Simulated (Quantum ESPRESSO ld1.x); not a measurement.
The numbers below are computed, except where a source is named.
Species: Rh2+. Configuration: [Kr] 4d7 (the NIST ground configuration). Level of theory: scalar-relativistic Kohn-Sham, LDA (Slater exchange, Perdew-Zunger correlation), spin-polarised, spherical densities, point nucleus; open shells are filled with parallel spins first (ld1.x of Quantum ESPRESSO 7.5).

Unscreened Slater integrals over Kohn-Sham orbitals (hartree). They are taken over the spin-up orbitals.

integral,value
"F0(4d,4d)",0.63073
"F2(4d,4d)",0.31336
"F4(4d,4d)",0.20418
"F0(4d,4p)",0.71360
"F2(4d,4p)",0.34799
"G1(4d,4p)",0.43549
"G3(4d,4p)",0.26523
"F0(4d,4s)",0.73663
"G2(4d,4s)",0.31618
"F0(4p,4p)",0.83782
"F2(4p,4p)",0.43867
"F0(4p,4s)",0.87565
"G1(4p,4s)",0.59308
"F0(4s,4s)",0.91972

Derived for the open shells (J is the average intra-shell exchange parameter used in DFT+U). 4d: Racah B = F2/49 - 5 F4/441 = 0.004080 hartree, C = 35 F4/441 = 0.01620 hartree, C/B = 3.97, F4/F2 = 0.652, J = (F2 + F4)/14 = 0.03697 hartree.
